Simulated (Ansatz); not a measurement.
Reactions of ClF2HOTi (`[OH][Ti]([F])([F])[Cl]`).

Calculated with Ansatz (gas phase, PBE0-D4/def2-TZVP geometries, no zero-point term in ΔE). CCSD(T)/CBS is the MP2 limit (def2-TZVPP, def2-QZVPP) plus CCSD(T) − MP2 in def2-TZVPP, frozen cores. This one scheme is used for every species. Elements past krypton have def2 core potentials. For Br, I, Se, Ti outer-core shells are correlated without core-valence functions, which leaves a few kJ/mol of doubt a bond. Scalar relativity is left out up to krypton. One conformer a species, not always the lowest.

```
                                                              reaction  HF/CBS(def2) (kcal/mol)  CCSD(T)/CBS(def2) (kcal/mol)
        `[OH][Ti]([F])([F])[Cl]` + HI → `[OH][Ti]([F])([Cl])[I]` + H–F                     11.4                           3.3
        `[OH][Ti]([F])([F])[Cl]` + H–F → `[OH][Ti]([F])([F])[F]` + HCl                     -6.6                          -2.9
       `[OH][Ti]([F])([F])[Cl]` + HBr → `[OH][Ti]([F])([F])[Br]` + HCl                      0.5                          -0.7
`[OH][Ti]([F])([F])[Cl]` + `C[SeH]` → `C[Se][Ti]([OH])([F])[Cl]` + H–F                     23.7                          11.1
       `[OH][Ti]([F])([F])[Cl]` + H₂S → `[F][Ti]([F])([SH])[Cl]` + H₂O                     14.2                           7.9
    `[OH][Ti]([F])([F])[Cl]` + `C#C` → `C#[C][Ti]([F])([F])[Cl]` + H₂O                     27.2                          24.0
       `[OH][Ti]([F])([F])[Cl]` + H₂O → `[OH][Ti]([OH])([F])[F]` + HCl                      5.4                           6.6
      `[OH][Ti]([F])([F])[Cl]` + H₂O → `[OH][Ti]([OH])([F])[Cl]` + H–F                     10.9                           8.6
```

Largest T1 diagnostic: 0.025, for `[F][Ti]([F])([SH])[Cl]`, so its coupled-cluster energy is less sure.
